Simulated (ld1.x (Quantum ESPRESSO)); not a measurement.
What one change does to a pseudopotential (Te (Z = 52), TM)

```json
{
 "Element": "Te",
 "Generator": "ld1.x (Quantum ESPRESSO) 7.5",
 "Type": "norm-conserving Troullier–Martins (Kleinman–Bylander form)",
 "Functional": "PBE",
 "Relativity": "non-relativistic",
 "Frozen core": "[Kr]",
 "Valence charge": "16",
 "Reference configuration": "4d10 5s2 5p2 (charge +2)",
 "Partial waves": "5s (bound): rc 1.55 bohr; 5p (bound): rc 2.15 bohr; 4d (bound): rc 1.20 bohr",
 "Local potential": "the d channel",
 "Core correction": "none"
}
```

All-electron outer shells of the reference configuration (PBE, non-relativistic, ld1.x):

| shell | level (eV) | outermost node (bohr) | outermost maximum (bohr) |
| --- | --- | --- | --- |
| 4p | -131.05 | 0.39 | 0.75 |
| 4d | -62.90 | 0.36 | 0.81 |
| 5s | -31.25 | 0.95 | 1.82 |
| 5p | -22.24 | 1.01 | 2.06 |

Change: all radii scaled by about 0.76 (s 1.18, p 1.62, d 0.90 bohr).

Cutoffs: the cutoffs (Ry, on a coarse ladder) from which the occupation-weighted sum of valence levels, in a spherical-Bessel basis at the reference potential, stays within 10 and 1 mRy of its value at 400 Ry; they do not see the model core or the augmentation charge, which bear on the density cutoff. Errors are all-electron minus pseudo energies relative to the spin-unpolarised reference configuration.

Problem. What does the change do?

Solution. Both files keep a bound ghost (p, s); of the 7 tests that both files solve, the error grows in 2 and shrinks in 5 by more than 15 % and 0.3 meV (median size 8.9 → 4.9 meV).

| quantity | base | changed |
| --- | --- | --- |
| cutoff, loose | 110 Ry | 180 Ry |
| cutoff, tight | 180 Ry | over 300 Ry |
| loose cutoff by channel (10 mRy a level) | s 30 Ry, p 10 Ry, d 90 Ry | s 180 Ry, p 40 Ry, d 100 Ry |
| bound ghosts | s, p | s, p |
| error for 4d10 5s2 5p4, meV [ΔE -27.68 eV] | +12 | +4.4 |
| error for 4d10 5s2 5p3, meV [ΔE -17.91 eV] | +4.3 | +1.8 |
| error for 4d10 5s2 5p1, meV [ΔE 26.80 eV] | +8.9 | +4.9 |
| error for 4d10 5s2 5p3.5, meV [ΔE -23.76 eV] | +8.0 | +3.1 |
| error for 4d10 5s1 5p5, meV [ΔE -19.67 eV] | +0.3 | +107 |
| error for 4d9 5s2 5p5, meV [ΔE 12.68 eV] | -478 | -321 |
| error for 4d10 5s0 5p6, meV [ΔE -11.52 eV] | -14 | +489 |

 A true bound ghost makes a file unfit for plane-wave use even where its test errors are small: the radial tests pick states by their node count and pass the ghost by.
